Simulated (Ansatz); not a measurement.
Computed with Ansatz on PBE0-D4/def2-TZVP structures; ΔE is electronic, products minus reactants. CCSD(T)/CBS is the MP2 limit (def2-TZVPP, def2-QZVPP) plus CCSD(T) − MP2 in def2-TZVPP, frozen cores. DFT in def2-TZVPP. B3LYP here is the variant with VWN-RPA as its local correlation; programs differ in this. Each species was taken in one conformer, which may not be the lowest.

Reaction (redistribution): `BCBC` + `O[SiH2]O[SiH](O)O` → `BCBO` + `C[SiH](O)O[SiH2]O`

`BCBC`:

```xyz
12

B    -1.671   -0.576   -0.237
C    -0.296   -0.646   -0.945
B     0.796   -0.355    0.143
C     1.050    1.064    0.730
H    -2.100    0.478    0.138
H    -2.311   -1.564   -0.018
H    -0.125   -1.586   -1.470
H    -0.252    0.220   -1.622
H     1.458   -1.270    0.555
H     0.413    1.857    0.334
H     2.099    1.341    0.570
H     0.938    1.038    1.822
```

`O[SiH2]O[SiH](O)O`:

```xyz
12

O     0.783   -1.502   -1.052
Si   -0.817   -1.299   -0.676
O    -0.921    0.112    0.112
Si    0.020    1.397    0.520
O     1.583    0.952    0.367
O    -0.272    1.886    2.043
H     1.007   -1.972   -1.856
H    -1.614   -1.273   -1.928
H    -1.280   -2.386    0.217
H    -0.350    2.534   -0.337
H     1.733    0.164   -0.168
H     0.127    1.386    2.757
```

`BCBO`:

Cartesian coordinates in Å:
```
B 0.584 -1.207 -0.659
C -0.578 -0.389 -0.056
B -0.091 1.108 0.061
O 0.184 1.700 1.245
H 1.236 -1.949 0.018
H 0.883 -1.073 -1.810
H -0.947 -0.771 0.900
H -1.392 -0.333 -0.793
H 0.066 1.792 -0.910
H 0.055 1.123 2.004
```

`C[SiH](O)O[SiH2]O`:

```xyz
14

C    -0.094   -2.197   -1.111
Si    0.552   -0.544   -0.607
O    -0.027    0.569   -1.666
O     0.051   -0.174    0.920
Si   -0.550    1.168    1.619
O    -0.026    2.515    0.818
H    -1.187   -2.198   -1.114
H     0.251   -2.972   -0.423
H     0.251   -2.454   -2.116
H     2.039   -0.517   -0.577
H     0.078    1.490   -1.414
H    -2.025    1.181    1.513
H    -0.091    1.204    3.029
H     0.778    2.930    1.132
```

Q: Is it downhill or uphill in electronic energy at CCSD(T)/CBS, and by how much? (An estimate is asked.)

A: Ansatz gave: Downhill: ΔE = -21.3 kJ/mol.

Q: What do these levels give: PBE-D4, PBE0-D4, B3LYP-D4, ωB97X-V, B2PLYP, PBE0, B3LYP, CCSD(T)/def2-TZVPP, MP2/def2-QZVPP, HF/CBS(def2), MP2/CBS(def2), CCSD/CBS(def2)? (Estimate.)

A: The calculation gave: PBE-D4 -31.8, PBE0-D4 -27.0, B3LYP-D4 -25.1, ωB97X-V -24.7, B2PLYP -24.3, PBE0 -27.1, B3LYP -25.4, CCSD(T)/def2-TZVPP -24.6, MP2/def2-QZVPP -20.9, HF/CBS(def2) -14.1, MP2/CBS(def2) -19.9, CCSD/CBS(def2) -19.3 kJ/mol.

Largest T1 diagnostic among the species: 0.013.

From PBE to PBE0 (25 % exact exchange), in def2-TZVPP and without D4, ΔE moves by +4.9 kJ/mol. In def2-TZVPP, CCSD(T) changes the Hartree–Fock value by −9.1 kJ/mol (the triples alone add −2.1 kJ/mol) and MP2 by −7.7 kJ/mol.
